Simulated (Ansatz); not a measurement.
Species: H4BN, SMILES `BN` (H–B–N–H torsion 180°) (charge 0, multiplicity 1).

Q: Give a relaxed geometry from B3LYP-D3(BJ)/def2-TZVP (Ansatz, a program for electronic structure).

A: Several could match; the one computed here: the end point of this relaxation, one of several conformers (outside a Z-matrix the atoms follow the SMILES, hydrogens last).
Bonded distances (Å): B1–N2 1.388, B1–H3 1.193, B1–H4 1.193, N2–H5 1.007, N2–H6 1.007. Bond angles (°): N2–B1–H3 119.0, N2–B1–H4 119.0, H3–B1–H4 121.9, B1–N2–H5 123.3, B1–N2–H6 123.3, H5–N2–H6 113.4.
